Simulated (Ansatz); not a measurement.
Consider the redistribution: `B[CH2][GeH2][F]` + `FC[SiH3]` → `[F][GeH3]` + `BC[SiH2]CF`.

Gas-phase electronic energies from Ansatz, PBE0-D4/def2-TZVP geometries. CCSD(T)/CBS adds triple-zeta CCSD(T) − MP2 to the extrapolated MP2 energy (def2 sets, frozen cores). DFT in def2-TZVPP. B3LYP here is the variant with VWN-RPA as its local correlation; programs differ in this. For Ge outer-core shells are correlated without core-valence functions, which leaves a few kJ/mol of doubt a bond. Scalar relativity is left out up to krypton. Each species was taken in one conformer, which may not be the lowest.

Problem. Is it downhill or uphill in electronic energy at CCSD(T)/CBS, and by how much? (An estimate is asked.)

Solution. Ansatz gave: Downhill: ΔE = -0.03 eV.

Problem. What do these levels give: r2SCAN-D4, B3LYP-D4, PBE0, MP2/def2-TZVPP, SCS-MP2/def2-QZVPP, CCSD/CBS(def2)? (Estimate.)

Solution. Computed: r2SCAN-D4 -0.09, B3LYP-D4 -0.07, PBE0 -0.08, MP2/def2-TZVPP -0.04, SCS-MP2/def2-QZVPP -0.03, CCSD/CBS(def2) -0.03 eV.

Largest T1 diagnostic among the species: 0.012.
